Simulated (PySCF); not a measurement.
Isomers of C5H5NO3, mass 127.027 u with the commonest isotopes. Method: PBE0/pcSseg-1 in PySCF (dipole) on a GFN2-xTB geometry, gas phase. One conformer each, none proved a minimum here; rigid rotors.

Task: Order these by rotational constant A, largest first.
A. `[CH3:1]/[N:2]=[CH:3]\[c:4]1[cH:5][o:6][c:7](=[O:8])[o:9]1` with N2–C3–C4–C5 6°
B. `[N:1]#[C:2][CH:3]1[CH2:4][O:5][C:6](=[O:7])[O:8][CH2:9]1` with C2–C3–C4–O5 176°, C3–C4–O5–C6 -31°, C4–O5–C6–O7 -178°, O5–C6–O8–C9 -3°
C. `[CH3:1][O:2][C:3](=[O:4])[c:5]1[cH:6][n:7][o:8][cH:9]1` with C1–O2–C3–O4 0°, O2–C3–C5–C6 0°

Result: A (5489 MHz), B (5008 MHz), C (4737 MHz).

Task: Order these by rotational constant C, smallest first.
A. `[N:1]#[C:2][CH:3]1[CH2:4][O:5][C:6](=[O:7])[O:8][CH2:9]1` with C2–C3–C4–O5 176°, C3–C4–O5–C6 -31°, C4–O5–C6–O7 -178°, O5–C6–O8–C9 -3°
B. `[CH3:1][O:2][C:3](=[O:4])[c:5]1[cH:6][n:7][o:8][cH:9]1` with C1–O2–C3–O4 0°, O2–C3–C5–C6 0°
C. `[CH3:1]/[N:2]=[CH:3]\[c:4]1[cH:5][o:6][c:7](=[O:8])[o:9]1` with N2–C3–C4–C5 6°

Result: C (831.9 MHz), B (854.2 MHz), A (891.5 MHz).

Task: Order these by radius of gyration √(Σ m r²/M), smallest first.
A. `[CH3:1]/[N:2]=[CH:3]\[c:4]1[cH:5][o:6][c:7](=[O:8])[o:9]1` with N2–C3–C4–C5 6°
B. `[CH3:1][O:2][C:3](=[O:4])[c:5]1[cH:6][n:7][o:8][cH:9]1` with C1–O2–C3–O4 0°, O2–C3–C5–C6 0°
C. `[N:1]#[C:2][CH:3]1[CH2:4][O:5][C:6](=[O:7])[O:8][CH2:9]1` with C2–C3–C4–O5 176°, C3–C4–O5–C6 -31°, C4–O5–C6–O7 -178°, O5–C6–O8–C9 -3°

Result: C (2.130 Å), B (2.161 Å), A (2.190 Å).

```tsv
SMILES	point group	Ia (u·Å²)	Ib (u·Å²)	Ic (u·Å²)	κ	μa (D)	μb (D)	μc (D)
N#CC1COC(=O)OC1	Cs	100.92	485.20	566.90	-0.93	2.26	0.00	0.05
C/N=C\c1coc(=O)o1	near Cs	92.07	519.18	607.48	-0.94	3.18	2.38	0.14
COC(=O)c1cnoc1	Cs	106.68	488.12	591.62	-0.91	2.43	0.70	0.00
```
